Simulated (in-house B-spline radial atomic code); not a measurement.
As II (As+) is squeezed into an impenetrable sphere of radius R (the orbitals vanish at R). Computed with an all-electron radial atomic-structure program (B-spline basis): Dirac-Hartree-Fock, average of configuration, Fermi nucleus of rms radius 4.0968 fm.

Energies in eV above the free ion in [Ar] 3d10 4s2 4p2:

| R (bohr) | highest level (eV) | [Ar] 3d10 4s2 4p2 | [Ar] 3d10 4s1 4p3 | [Ar] 3d9 4s2 4p2 4f1 |
| --- | --- | --- | --- | --- |
| 9.73 | -17.6 | 0.0001871 | 10.07 | 57.58 |
| 6.55 | -17.5 | 0.06438 | 10.16 | 61.58 |
| 5.22 | -17.1 | 0.6352 | 10.9 | 66.62 |
| 4.56 | -16.2 | 1.932 | 12.51 | 71.58 |
| 3.71 | -13.1 | 8.076 | 19.7 | 85.26 |
| 2.85 | -2.24 | 35.86 | 50.39 | 128.5 |
| 2.64 | 3.53 | 52.64 | 68.44 | 151.6 |
| 2.01 | 43.3 | 185.8 | 208.1 | 316.5 |
| 1.8 | 73.7 | 300.3 | 325.9 | 448.7 |
| 1.41 | 197 | 835.9 | 868.1 | 1037 |

Does [Ar] 3d10 4s1 4p3 fall below [Ar] 3d10 4s2 4p2 under compression?

No, it stays above over the whole range.

Does [Ar] 3d9 4s2 4p2 4f1 fall below [Ar] 3d10 4s2 4p2 under compression?

No, it stays above over the whole range.

The highest level is first positive in the row R = 2.64 bohr, pushed up by confinement above the zero of the free ion's potential. Each configuration is held fixed and needn't be the lowest in the sphere.
